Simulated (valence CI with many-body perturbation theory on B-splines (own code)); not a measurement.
## Level structure of Se XXII

Calculated by configuration interaction combined with many-body perturbation theory (CI+MBPT): three valence electrons over a frozen Dirac-Fock core [Ne], a basis of 11 s, 11 p, 10 d, 8 f, 5 g, 2 h functions for each j, with the one-electron correlation potential Σ1 (screened to all orders), the two-electron term Σ2, the three-electron term Σ3, Breit, model QED; selected single and double excitations, second order for the rest, scaled by the run's own slope (own B-spline code, finite nucleus).

No measured spectrum was set against this ion. As an estimate, levels of excited configurations hold to 0.05 to 0.15 % of their energy, terms of the ground configuration to about 0.5 %.

Levels 91 to 135 of 151, with energies above the lowest level, 3s2 3p 2P°_1/2. "Leading %" is the weight of the configuration and term that name the level; weights of strongly mixed levels are sums over their largest components and can fall short. In the jj column 3d3/2^4 stands for four electrons in 3d with j = 3/2. Lifetimes count E1, E2, E3, M1 and M2 decay at the calculated energies, and are blank where another channel may lead or the interval is too uncertain; long ones can be off by a factor of two.

```csv
No.,Configuration,Term,J,E (eV),Leading %,Leading jj,Lifetime,Second component
91,3p 3d2,4G°,11/2,280.53,100,3p3/2 3d5/2^2 (76 %),35.3 ps,
92,3p 3d2,4D°,1/2,280.94,43,3p1/2 3d3/2^2 (58 %),14.2 ps,34 % 3p 3d2 2S°
93,3p 3d2,2F°,7/2,281.23,58,3p1/2 3d5/2^2 (64 %),18.2 ps,21 % 3p 3d2 4D°
94,3p 3d2,2F°,5/2,281.89,42,3p1/2 3d5/2^2 (42 %),20.3 ps,18 % 3p 3d2 4D°
95,3p 3d2,4F°,3/2,282.34,56,3p1/2 3d3/2^2 (42 %),10.8 ps,33 % 3p 3d2 4D°
96,3p 3d2,4F°,5/2,283.75,68,3p1/2 3d3/2 3d5/2 (52 %),10.4 ps,11 % 3p 3d2 4D°
97,3p 3d2,2G°,9/2,283.77,46,3p1/2 3d3/2 3d5/2 (72 %),21.0 ps,40 % 3p 3d2 2H°
98,3p 3d2,2D°,3/2,284.05,42,3p3/2 3d3/2 3d5/2 (33 %),15.2 ps,32 % 3p 3d2 4D°
99,3p 3d2,2G°,7/2,284.45,38,3p1/2 3d3/2 3d5/2 (45 %),13.6 ps,31 % 3p 3d2 4F°
100,3p 3d2,4P°,3/2,286.70,79,3p1/2 3d3/2 3d5/2 (37 %),13.3 ps,8 % 3p 3d2 4S°
101,3p 3d2,2G°,7/2,286.90,53,3p3/2 3d3/2 3d5/2 (62 %),14.2 ps,21 % 3p 3d2 4F°
102,3p 3d2,4D°,5/2,287.24,53,3p3/2 3d5/2^2 (52 %),17.6 ps,41 % 3p 3d2 2D°
103,3p 3d2,4F°,9/2,287.35,74,3p3/2 3d3/2 3d5/2 (42 %),12.4 ps,20 % 3p 3d2 2H°
104,3p 3d2,4D°,7/2,288.62,71,3p3/2 3d3/2 3d5/2 (50 %),15.2 ps,22 % 3p 3d2 4F°
105,3p 3d2,4P°,1/2,289.68,55,3p3/2 3d3/2 3d5/2 (64 %),11.8 ps,42 % 3p 3d2 2S°
106,3p 3d2,4P°,5/2,290.51,52,3p3/2 3d3/2 3d5/2 (68 %),11.0 ps,34 % 3p 3d2 4D°
107,3p 3d2,4D°,3/2,291.09,49,3p3/2 3d3/2^2 (65 %),7.62 ps,31 % 3p 3d2 2P°
108,3p 3d2,4D°,1/2,291.85,90,3p3/2 3d3/2^2 (71 %),7.69 ps,4 % 3p 3d2 2P°
109,3p 3d2,2G°,9/2,291.96,50,3p3/2 3d5/2^2 (68 %),17.6 ps,38 % 3p 3d2 2H°
110,3p 3d2,4D°,7/2,292.21,90,3p3/2 3d3/2 3d5/2 (44 %),8.26 ps,6 % 3p 3d2 4F°
111,3p 3d2,4D°,5/2,292.29,55,3p3/2 3d3/2 3d5/2 (51 %),9.33 ps,36 % 3p 3d2 4P°
112,3p 3d2,2P°,3/2,293.23,45,3p3/2 3d3/2 3d5/2 (64 %),7.84 ps,42 % 3p 3d2 4D°
113,3p 3d2,2H°,11/2,294.57,100,3p3/2 3d3/2 3d5/2 (76 %),28.1 ps,
114,3p 3d2,2P°,1/2,296.16,89,3p3/2 3d5/2^2 (50 %),8.60 ps,6 % 3p 3d2 4D°
115,3p 3d2,4S°,3/2,297.61,87,3p3/2 3d3/2 3d5/2 (44 %),6.02 ps,10 % 3p 3d2 4P°
116,3p 3d2,2F°,5/2,298.05,84,3p3/2 3d3/2 3d5/2 (49 %),8.78 ps,5 % 3p 3d2 2D°
117,3p 3d2,2F°,7/2,299.99,91,3p3/2 3d3/2 3d5/2 (50 %),12.0 ps,5 % 3p 3d2 2G°
118,3p 3d2,2D°,3/2,301.58,78,3p3/2 3d3/2 3d5/2 (59 %),7.98 ps,13 % 3p 3d2 2P°
119,3p 3d2,2P°,1/2,302.08,98,3p1/2 3d5/2^2 (26 %),12.3 ps,
120,3p 3d2,2D°,5/2,303.90,85,3p3/2 3d5/2^2 (48 %),7.91 ps,7 % 3p 3d2 2F°
121,3p 3d2,2F°,7/2,304.21,59,3p3/2 3d3/2^2 (37 %),7.81 ps,30 % 3p 3d2 2G°
122,3p 3d2,2G°,9/2,307.40,97,3p3/2 3d3/2 3d5/2 (68 %),8.20 ps,
123,3p 3d2,2F°,5/2,307.88,98,3p3/2 3d3/2 3d5/2 (76 %),9.71 ps,
124,3p 3d2,2P°,3/2,307.91,91,3p3/2 3d5/2^2 (79 %),13.2 ps,
125,3p 3d2,2G°,7/2,309.51,61,3p3/2 3d5/2^2 (49 %),8.55 ps,32 % 3p 3d2 2F°
126,3p 3d2,2D°,3/2,314.02,87,3p3/2 3d3/2 3d5/2 (45 %),6.59 ps,5 % 3p 3d2 2P°
127,3p 3d2,2D°,5/2,314.15,95,3p3/2 3d3/2 3d5/2 (38 %),7.16 ps,
128,3p 3d2,2P°,1/2,317.64,97,3p3/2 3d3/2 3d5/2 (60 %),5.92 ps,
129,3p 3d2,2P°,3/2,319.05,87,3p3/2 3d5/2^2 (50 %),5.93 ps,7 % 3p 3d2 2D°
130,3d3,4F,3/2,366.47,98,3d3/2^3 (45 %),7.80 ps,
131,3d3,4F,5/2,367.10,99,3d3/2^2 3d5/2 (81 %),8.09 ps,
132,3d3,4F,7/2,367.85,98,3d3/2 3d5/2^2 (71 %),8.44 ps,
133,3d3,4F,9/2,368.63,95,3d3/2 3d5/2^2 (50 %),8.82 ps,4 % 3d3 2G
134,3d3,2G,7/2,372.98,98,3d3/2 3d5/2^2 (52 %),9.93 ps,
135,3d3,2G,9/2,373.02,48,3d3/2^2 3d5/2 (79 %),11.1 ps,48 % 3d3 2H
```

Names give the largest LS component (configuration and term), which can be under half, so a name can repeat, a term be missing and a line seem to break the LS rules; names also repeat where a configuration has a term twice.
